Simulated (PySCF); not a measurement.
# Working with the constants of CuN

PBE0 constants of CuN, ³Σ⁻ (triplet), unpaired electrons π ↑↑ (basis Cu cc-pVDZ-PP with ECP10, N cc-pVDZ; scalar-relativistic core potentials; PySCF 2.14; masses 62.9296 and 14.0031 u):

| Property | Result |
| --- | --- |
| ωe | 609.9 cm⁻¹ |
| ωexe | 5.27 cm⁻¹ |
| Be | 0.47212 cm⁻¹ |
| αe | 0.00529 cm⁻¹ |
| De to Cu (3d10 4s1) + N | 1.94 eV |

(1) What force constant and bond length do these constants imply?

(2) Estimate the centrifugal constant D from the Kratzer relation and find the Dunham coefficient a1.

With d or f electrons several states lie close, and the lowest PBE0 determinant need not be the measured ground state.

## Answers

(1) Reduced mass μred = 11.454 u; k = 5.8918×10⁻⁷·μred·ωe² (u, cm⁻¹, mdyn/Å) = 2.51 mdyn/Å; Re = √(16.8576/(μred·Be)) (u, cm⁻¹, Å) = 1.766 Å.

(2) D = 4Be³/ωe² = 1.13e-06 cm⁻¹; a1 = −1 − αeωe/(6Be²) = -3.41.
